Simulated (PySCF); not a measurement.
Cl2H2SSi, SMILES [SiH](S)(Cl)Cl.

Geometry: r2SCAN-D4/def2-SVP. The values are those of a single conformer.

The numbers are results of PySCF with ωB97X/def2-TZVPD, not measurements.

Isolated molecule, no solvent.

Question: Estimate the frontier levels, gap, dipole moment and polarisability. (The exact figures need the calculation; the answer reports its results.)

Answer: 
- highest occupied level: -10.52 eV
- lowest empty level: 1.23 eV
- orbital gap: 11.76 eV
- dipole moment: 1.56 D
- quadrupole, principal values (traceless, Buckingham form, about the centre of nuclear charge): -4.06, -0.58, 4.64 D·Å
- mean static polarisability: 73.8 bohr³ (10.94 Å³)
- polarisability, principal values: 63.0, 77.4, 81.0 bohr³
